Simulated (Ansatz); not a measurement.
Computed with Ansatz on PBE0-D4/def2-TZVP structures; ΔE is electronic, products minus reactants. CCSD(T)/CBS is the MP2 limit (def2-TZVPP, def2-QZVPP) plus CCSD(T) − MP2 in def2-TZVPP, frozen cores. Functionals use def2-TZVPP. B3LYP here is the variant with VWN-RPA as its local correlation; programs differ in this. For Br outer-core shells are correlated without core-valence functions, which leaves a few kJ/mol of doubt a bond. Scalar relativity is left out up to krypton. Each species was taken in one conformer, which may not be the lowest.

`[F][Al]([F])[Br]` + `C=C(O)Br` → `[OH][Al]([F])[Br]` + `C=C(F)Br`  (formal exchange of groups at the Al–F bond)

`[F][Al]([F])[Br]`:

Z-matrix (Å, degrees):
```
Al
F 1 1.631
Br 1 2.216 2 120.6
F 1 1.631 2 118.9 3 -180.0
```

`C=C(O)Br`:

Cartesian coordinates in Å:
```
C 0.043 -0.919 0.027
C 0.202 0.391 0.159
O -0.531 1.365 -0.402
Br 1.566 1.130 1.221
H 0.697 -1.613 0.529
H -0.755 -1.313 -0.594
H -1.222 0.959 -0.940
```

`[OH][Al]([F])[Br]`:

```xyz
5

O     1.070   -0.207   -0.746
Al   -0.280   -0.256    0.246
F    -0.760   -1.705    0.830
Br   -1.444    1.568    0.797
H     1.413    0.599   -1.127
```

`C=C(F)Br`:

Cartesian coordinates in Å:
```
C -0.147 -0.680 -0.355
C 0.023 0.438 0.322
F -0.653 0.718 1.425
Br 1.219 1.805 -0.135
H -0.866 -1.409 -0.005
H 0.423 -0.872 -1.250
```

```tsv
level	ΔE (kJ/mol)
PBE-D4	52.3
B97M-V	54.3
B3LYP-D4	52.7
r2SCAN0-D4	54.7
revPBE	51.1
PBE0	53.9
LC-ωPBE	53.5
MP2/CBS(def2)	63.4
```

(1) What does CCSD(T)/CBS give? (An estimate is asked.)

Largest T1 diagnostic among the species: 0.010.

Results:

(1) The calculation gave: +58.3 kJ/mol. The listed levels differ from it by -6.0, -4.0, -5.6, -3.6, -7.2, -4.4, -4.8, 5.1 kJ/mol.

Leaving LDA and LC-ωPBE aside and taking each functional with its dispersion term where it has one, the values, not all of them listed here, spread over 6.2 kJ/mol, from BLYP-D4 to PBE-QIDH. At CCSD(T), def2-SVP lies +3.6 kJ/mol from the extrapolated value and def2-TZVPP −2.9 kJ/mol. From BLYP to BHLYP (50 % exact exchange), in def2-TZVPP and without D4, ΔE moves by +4.0 kJ/mol.
